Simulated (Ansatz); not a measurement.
Stepwise reaction of `NB(N)O` with methanol, as a gas-phase model of exchange steps in deposition or etching. ΔE in kJ/mol.

Gas-phase electronic energies from Ansatz, PBE0-D4/def2-TZVP geometries. CBS: MP2 limit from def2 TZ/QZ plus the TZ coupled-cluster correction, frozen cores. This one scheme is used for every species. Functionals use def2-TZVPP. B3LYP here is the variant with VWN-RPA as its local correlation; programs differ in this. Each species was taken in one conformer, which may not be the lowest.

```csv
step,reaction,PBE-D4,B3LYP-D4,ωB97M-V,CCSD(T)/CBS
2,`COB(N)O` + CH₃OH → `COB(O)OC` + NH₃,-31.3,-35.6,-34.9,-35.9
```

Q: Give the row of step 1, `NB(N)O` + CH₃OH → `COB(N)O` + NH₃. (Best estimate.)

A: The calculation gave: 
```
step                            reaction  PBE-D4  B3LYP-D4  ωB97M-V  CCSD(T)/CBS
   1  `NB(N)O` + CH₃OH → `COB(N)O` + NH₃   -41.4     -43.8    -43.6        -43.5
```

Q: By hand: ΔE of the 2 steps together at CCSD(T)/CBS.

A: (-43.5) + (-35.9) = -79.4 kJ/mol, or -39.7 kJ/mol a step.

In ΔE each step is higher than the one before. All are downhill at CCSD(T)/CBS. PBE-D4 differs from CCSD(T)/CBS by 2.1 to 4.6 kJ/mol a step. Isolated molecules leave out the surface, adducts and barriers. Largest T1 diagnostic: 0.012.
